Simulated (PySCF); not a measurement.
## Spin states and ions at one geometry of [Hg(H2O)4]2+

PySCF 2.14.0, RKS PBE0, Hg def2-SVP with ECP60, O def2-SVP, H def2-SVP; non-relativistic Hamiltonian with scalar-relativistic core potentials where named; density fitting; no spin-orbit coupling; singlets restricted, open shells unrestricted. The geometry is relaxed for charge +2, singlet, vacuum:

```xyz
13

Hg    0.0000    0.0000    0.0000
O     1.3119    1.2672    1.3234
H     1.2495    1.3326    2.2905
H     2.1013    1.7606    1.0469
O    -1.3119   -1.3234    1.2672
H    -2.1012   -1.0469    1.7607
H    -1.2496   -2.2904    1.3327
O     1.3119   -1.2672   -1.3234
H     2.1013   -1.7606   -1.0469
H     1.2495   -1.3326   -2.2905
O    -1.3119    1.3234   -1.2672
H    -1.2496    2.2904   -1.3327
H    -2.1012    1.0469   -1.7607
```

Energies count from the relaxed state; an electron taken off or put on is at rest in vacuum. Charges and spins are Mulliken's.

Task: Order these states by energy, lowest first.
A. charge +1, doublet, vacuum
B. charge +2, triplet, vacuum
C. charge +3, doublet, vacuum
D. charge +2, singlet, vacuum

Result: A (-10.02 eV), D (0.00 eV), B (5.16 eV), C (20.88 eV).

Task: How do charge and spin on the first atom follow?

Result: 
```
                     state  spin squared  charge on Hg1 (e)  spin on Hg1 (e)  dipole about the centre of mass (D)
charge +2, singlet, vacuum          0.00               1.05             0.00                                 0.00
charge +2, triplet, vacuum          2.00               0.53             0.88                                 0.00
charge +3, doublet, vacuum          0.75               1.18            -0.01                                 0.00
charge +1, doublet, vacuum          0.75               0.39             0.77                                 0.00
```

With an electron taken off (doublet) the charges change, summed by element, by Hg +0.13 e, O +0.52 e, H +0.35 e. The vertical ionisation energy is 20.88 eV, against −ε(HOMO) = 18.88 eV of the relaxed state. The level lies 2.0 eV too high, as is usual for semilocal functionals and global hybrids, which keep a self-interaction error.

With an electron put on (doublet) the charges change, summed by element, by Hg -0.66 e, O +0.14 e, H -0.48 e. The vertical electron affinity is 10.02 eV, against −ε(LUMO) = 12.10 eV of the relaxed state.

Open shells may have lower solutions than those found.
